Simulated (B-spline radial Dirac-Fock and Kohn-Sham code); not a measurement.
**Atomic SCF run for S**

ΔSCF core binding energies without Breit or QED terms, calculated with a radial finite-basis atomic code. Keys: rel is the Hamiltonian (dirac, or spin-free x2c and nr, where L3 and M5 stand for the whole 2p and 3d shells), method is hf or an exchange,correlation pair (spin-unpolarised, also for the hole states), nuc the nuclear model, radius_factor scales its radius, rmax is the box in bohr, h the logarithmic mesh step, order the B-spline order, points the quadrature points per cell, c_factor scales the speed of light, and damp, ndamp, maxit and tol steer the iteration. The run stops when the commutator error falls below 10·tol·max(1, Z/10), or the numerical noise floor, and the energy has settled to about 1e-8 Ha; the virial ratio is −V/T.

Input (task.json):

```json
{"items": [{"Z": 16, "q": 0, "cfg": [[1, 0, 2], [2, 0, 2], [2, 1, 6], [3, 0, 2], [3, 1, 4]], "A": 32, "rrms": 3.2611, "do": "settings", "holes": ["K", "L3", "M5"],
  "settings": [{"rel": "dirac", "method": "hf", "nuc": "sphere", "radius_factor": 1.0, "rmax": 45.0, "h": 0.5, "order": 8, "points": 10, "c_factor": 10.0, "maxit": 60, "damp": 0.5, "ndamp": 3, "tol": 1e-08}]}]}
```

Command: `python xray2_run.py task.json out`

Ground-state iterations:

```
iter   energy (Ha)        error
   1     -395.62503885  9.52e-01
   2     -397.22159940  1.58e-01
   3     -397.45276054  4.90e-02
   4     -397.48349566  1.78e-02
   5     -397.48804525  6.55e-03
   6     -397.48839246  3.02e-04
   7     -397.48839580  9.20e-05
   8     -397.48839593  1.18e-05
   9     -397.48839594  1.11e-06
```

The ground state converged in 9 iterations, with total energy -397.48840 Ha, virial ratio 1.99995 and highest orbital energy -11.60 eV. ΔSCF binding energies: K (1s) 2474.1 eV. Holes are computed only in closed shells, and unreliable hole states are left out.
